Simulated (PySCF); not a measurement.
Si(H)2(OH)(SeH) (H4OSeSi), SMILES O[SiH2][SeH].

Coordinates come from a ωB97X-D3(BJ)/def2-SVP optimisation. The values are those of a single conformer.

Level of theory: ωB97X-D3(BJ)/def2-SVP (PySCF).

Frequencies are harmonic and unscaled.

Computed harmonic wavenumbers and intensities:
```
mode  ν (cm⁻¹)  IR (km/mol)  moving atoms (share of kinetic energy)
----  --------  -----------  --------------------------------------
1          167          9.2        H 41 %, O 35 %, Si 14 %, Se 10 %
2          223         34.1                                  H 88 %
3          304        113.6                          H 65 %, O 26 %
4          417         42.2                Si 60 %, Se 26 %, H 12 %
5          504         20.5                          H 90 %, Si 9 %
6          698         64.3                         H 86 %, Si 10 %
7          765         21.0                                  H 97 %
8          837        131.5                          H 61 %, O 33 %
9          915         10.9                 H 44 %, O 35 %, Si 21 %
10         920        396.9                         H 85 %, Si 12 %
11         965        117.8                         H 84 %, Si 13 %
12        2261        128.0                                  H 97 %
13        2308        105.6                                  H 97 %
14        2497         10.6                                  H 99 %
15        3925        106.8                                  H 94 %
```
